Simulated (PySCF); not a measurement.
# From computed data to an observable: chemical shift, span and skew from a shielding tensor

CH3Si, SMILES C[Si] (connectivity only; charge and spin as stated), charge +1, multiplicity 1. Atoms are numbered in the order given.

```xyz
5

C      0.0000     0.0000    -1.0466
Si     0.0000     0.0000     0.7575
H      0.8912     0.5145    -1.4416
H     -0.8912     0.5145    -1.4416
H      0.0000    -1.0291    -1.4416
```
Charge +1, spin multiplicity 1.

Coordinates come from a PBE0-D3(BJ)/def2-TZVP optimisation. The multiplicity is an assumed one; other spin states were not compared. The isomer is the one that the SMILES or the coordinates give; other isomers of the formula were not compared.

GIAO shieldings from HF/pcSseg-2 run with PySCF, non-relativistic, no solvent. The symmetric part of the tensor of Si2 has the principal values -1098.6, -1098.6, 857.2 ppm. The same nucleus in TMS has σ = 383.2 ppm at this level (PySCF, at its B3LYP-D3(BJ)/def2-TZVP geometry).

### Question
Work out the isotropic shielding, the ²⁹Si shift against TMS, the span and the skew.

### Answer

σ(iso) = (σ11 + σ22 + σ33)/3 = -446.7 ppm. δ = σ(ref) − σ(iso) = 383.2 − (-446.7) = 829.9 ppm.
Span Ω = σ33 − σ11 = 1955.8 ppm. Skew κ = 3(σ(iso) − σ22)/Ω = 1.00, an axial tensor. Tumbling in solution averages the tensor to δ; in a static solid the shielding alone would spread this spin-1/2 line over Ω.
